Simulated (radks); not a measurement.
The numbers below are computed, except where a source is named.
Problem. These are the eigenvalues of the occupied orbitals of an atom or ion with whole-number occupations (eV). Code: a radial shooting solver on a logarithmic mesh with Libxc functionals. Model: scalar-relativistic Kohn-Sham, PBEsol, spin-polarised, spherical densities, finite nucleus; Fermi nuclear charge, rms radius of each element as measured or else 0.836 A^(1/3) + 0.57 fm.

1s up: -76077.53
1s down: -76077.52
2s up: -13313.78
2s down: -13313.52
2p up: -11572.03
2p down: -11571.81
3s up: -3117.317
3s down: -3117.210
3p up: -2607.776
3p down: -2607.658
3d up: -2045.647
3d down: -2045.457
4s up: -668.3006
4s down: -668.0450
4p up: -501.0924
4p down: -500.8469
4d up: -295.4959
4d down: -295.2059
5s up: -103.2966
5s down: -101.3582
4f up: -66.9769
4f down: -66.5180
5p up: -60.0677
5p down: -57.6562
5d up: -11.8074
5d down: -9.0820
6s up: -9.0695
6s down: -7.2648
6p up: -2.7780

Which element is it, and in what charge state? The configuration may be excited. Open shells, if any, are filled with parallel spins first.

Solution. Z = 77, iridium, charge 0: Ir in [Xe] 4f14 5d6 6s2 6p1. The list shows which subshells hold electrons but not how many an open one holds; the 1s level, -2795.8 hartree, gives Z - s = 74.8 by -(Z - s)^2/2, which with screening and relativity narrows Z to a few neighbours, and the depths of the outer levels then fix element, charge and occupations together.
